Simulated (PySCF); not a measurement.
## Worked example: oscillator strength and radiative lifetime

C3H5FSi, SMILES [SiH3]C=C=CF.

Geometry: B3LYP-D3(BJ)/def2-SVP. This is a generated structure with no PubChem entry under its InChIKey; it may be hypothetical.

TDDFT-PBE/def2-SVPD run with PySCF puts the first singlet state with f over 0.02 at 6.50 eV (vertical), with the transition dipole (-1.495, -0.569, 0.068) in atomic units.

Problem. Find the oscillator strength, the wavelength and the radiative lifetime that this transition would have in vacuum if emission retraced absorption.

Solution. 
|μ|² = 2.5634 au, so |μ| = 4.07 D. ΔE = 6.50/27.211 = 0.2389 hartree. f = (2/3) ΔE |μ|² = 0.408 (the program prints 0.408).
λ = 1239.84/6.50 = 191 nm; ν = 52426 cm⁻¹.
Einstein's coefficient A = 0.6670 ν² f s⁻¹ (ν in cm⁻¹) = 7.5e8 s⁻¹, so τ = 1/A = 1.3 ns. This state is S6; the lower singlets have f = 0.001, 0.001, 0.000, 0.008, 0.000. The figure is the radiative limit of this one transition; relaxation, internal conversion, crossing to triplets and a medium change what is measured.
